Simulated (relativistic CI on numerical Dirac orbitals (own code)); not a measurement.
**Spin-allowed bands of a d3 ion in a tetrahedral site, by hand**

Problem. Take Δ = 6900 cm⁻¹ and B = 640 cm⁻¹ for a d3 ion in a tetrahedral site. Calculate the three spin-allowed bands.

Working.
1. The terms of highest spin are 4F (energy 0) and 4P (15B = 9600 cm⁻¹). Here the F term splits into A2 at +1.2Δ = 8280, T2 at +0.2Δ = 1380 and T1 at −0.6Δ = -4140 cm⁻¹.
2. The two T1 states mix through the element 0.4Δ: H = [[-4140, 2760], [2760, 9600]], with roots ½(H₁₁ + H₂₂) ∓ ½√[(H₂₂ − H₁₁)² + 4H₁₂²] = ½(5460) ∓ ½(14807) = -4674 and 10134 cm⁻¹.
3. The ground term is 4T1 at -4674 cm⁻¹.
4. Bands: 4T2 6054 cm⁻¹ (1652 nm), 4A2 12954 cm⁻¹ (772 nm), 4T1(P) 14807 cm⁻¹ (675 nm).

Check. Exact diagonalisation of the whole d3 shell with these parameters gives 4T2 6054, 4A2 12954, 4T1 14807 cm⁻¹. The match is exact, since without spin-orbit coupling no other term has this spin. The ratio of the second band to the first, 2.140, depends on Δ/B = 10.8 alone, which is how a Tanabe-Sugano diagram is read.
